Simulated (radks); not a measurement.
Ni II, configuration [Ar] 3d9. Calculated with a radial shooting solver on a logarithmic mesh with Libxc functionals: Dirac Kohn-Sham, B86b exchange with PBE correlation, spin-unpolarised, spherical densities, finite nucleus; open shells fill j = l - 1/2 first; Fermi nuclear charge, rms radius 3.7757 fm.

X-ray form factor f0, the Fourier transform of the density (f0(0) = 27):

| sin(theta)/lambda (1/angstrom) | f0 (electrons) |
|---|---|
| 0.05 | 26.632 |
| 0.1 | 25.610 |
| 0.15 | 24.133 |
| 0.2 | 22.410 |
| 0.25 | 20.606 |
| 0.3 | 18.829 |
| 0.4 | 15.591 |
| 0.5 | 12.938 |
| 0.6 | 10.898 |
| 0.8 | 8.313 |
| 1 | 6.956 |
| 1.25 | 5.943 |
| 1.5 | 5.123 |
| 2 | 3.638 |
